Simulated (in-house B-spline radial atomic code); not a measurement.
Configurations of Cu7+, with energies counted from [Ar] 3d4. Level of theory: Dirac-Hartree-Fock, average of configuration, Fermi nucleus of rms radius 3.8823 fm; calculated with an all-electron radial atomic-structure program (B-spline basis). Energies include first-order Breit, QED and recoil terms.

Occupations are held fixed; configurations that lie above the ionisation limit could autoionise.

```tsv
configuration	E - E(ref) (eV)	highest orbital	its <r> (bohr)
[Ar] 3d3 4s1	58.085	4s1/2	1.58
[Ar] 3d3 5s1	106.53	5s1/2	2.869
[Ar] 3d3 4f1	108.03	4f5/2	2.117
[Ar] 3d3 5p1	112.14	5p3/2	3.067
[Ar] 3d3 5g1	129.18	5g9/2	3.428
[Ar] 3d3 7s1	139.07	7s1/2	6.556
[Ar] 3d3 7p1	140.74	7p3/2	6.917
[Ne] 3s2 3p5 3d4 4f1	182.02	4f7/2	2.112
[Ne] 3s2 3p5 3d4 5g1	203.22	5g9/2	3.428
[Ne] 3s2 3p5 3d4 6f1	213.17	6f7/2	5.766
[Ne] 3s2 3p5 3d4 7f1	219.83	7f7/2	8.162
[Ne] 3s2 3p5 3d4 7g1	220.29	7g9/2	7.916
```

(1) Order these further configurations by energy, lowest first.
A. [Ar] 3d3 6f1
B. [Ne] 3s2 3p5 3d5
C. [Ne] 3s2 3p5 3d4 4s1
D. [Ar] 3d3 7g1
E. [Ne] 3s2 3p5 3d4 6g1

(2) How far above the reference does [Ar] 3d3 6p1 lie?

(3) How far above the reference does [Ne] 3s2 3p5 3d4 5s1 lie?

(4) How far above the reference does [Ne] 3s2 3p5 3d4 5f1 lie?

## Answers

(1) B (75.205 eV), C (132.2 eV), A (139.14 eV), D (146.24 eV), E (213.86 eV).

(2) 130.66 eV; its least bound orbital is 6p3/2 with <r> = 4.805 bohr.

(3) 180.61 eV; its least bound orbital is 5s1/2 with <r> = 2.87 bohr.

(4) 202.12 eV; its least bound orbital is 5f7/2 with <r> = 3.747 bohr.
